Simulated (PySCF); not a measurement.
**Electron correlation in Rh (rhodium, neutral)**

[Kr] 4d9, 2D determinant (an excited configuration). All numbers are calculated (PySCF 2.14, scalar relativity by spin-free X2C-1e, in x2c-TZVPPall with one added diffuse shell each of s, p, d, f type (9s7p7d3f1g, 95 functions)). Frozen: [Kr]; 9 electrons correlated.

| level | correlation energy (mhartree) |
| --- | --- |
| CCSD | -280.92 |
| (T) | -15.88 |
| CCSD(T) | -296.80 |

Diagnostics: T1 = 0.030, D1 = 0.1050, largest double amplitude 0.022.

Problem. Is a single reference adequate?

Solution. Largely. T1 is above 0.03 while the doubles stay small, so the singles mainly relax the orbitals.
